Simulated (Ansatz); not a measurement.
C$_{3}$H$_{8}$O$_{2}$Sn (`CC(C)[O][Sn][OH]`), 14 atoms. Charge 0, multiplicity 1. Correlated methods include outer-core shells of Sn, which these sets cover unevenly. Sn takes the def2 core potential. All runs use 4 threads of an Arm Neoverse V2 on a shared host. Correlated methods freeze the cores.

(1) Give the basis size and wall time and peak host memory of each of these runs in Ansatz. RKS ωB97M-V/def2-QZVPP energy; RHF-CCSD(T)/def2-SVP energy; RKS PBE0-D4/def2-QZVPP energy; RHF-MP2/def2-QZVPP energy; direct RPA on PBE orbitals/def2-TZVPP energy; RKS PBE0-D4/def2-SVP energy; RKS B2PLYP (frozen core)/def2-TZVPP energy; RKS PBE0-D4/def2-TZVP relaxation (19 steps); RKS ωB97M-V/def2-SVP energy; RKS PBE0-D4/def2-TZVP frequencies; RKS CAM-B3LYP-D4/def2-TZVPP energy; RKS LC-ωPBE/def2-TZVPP energy. (An estimate is asked.)

Answers

(1) Computed: Other jobs shared the machine, so times are rough.

```csv
level,job,functions,wall time,peak host memory (GiB)
RKS PBE0-D4/def2-SVP,energy,136,1.6 s,0.65
RKS LC-ωPBE/def2-TZVPP,energy,317,3.9 s,0.76
RKS CAM-B3LYP-D4/def2-TZVPP,energy,317,6 s,1.2
RKS ωB97M-V/def2-SVP,energy,136,6.5 s,0.65
RKS B2PLYP (frozen core)/def2-TZVPP,energy,317,10 s,1.2
RKS PBE0-D4/def2-QZVPP,energy,607,13 s,2.9
direct RPA on PBE orbitals/def2-TZVPP,energy,317,13 s,1.2
RHF-CCSD(T)/def2-SVP,energy,136,26 s,1.2
RKS ωB97M-V/def2-QZVPP,energy,607,29 s,3.2
RHF-MP2/def2-QZVPP,energy,607,50 s,5.8
RKS PBE0-D4/def2-TZVP,relaxation (19 steps),253,99 s,0.87
RKS PBE0-D4/def2-TZVP,frequencies,253,5.1 min,0.87
```

LC-ωPBE has ω = 0.4 bohr⁻¹.
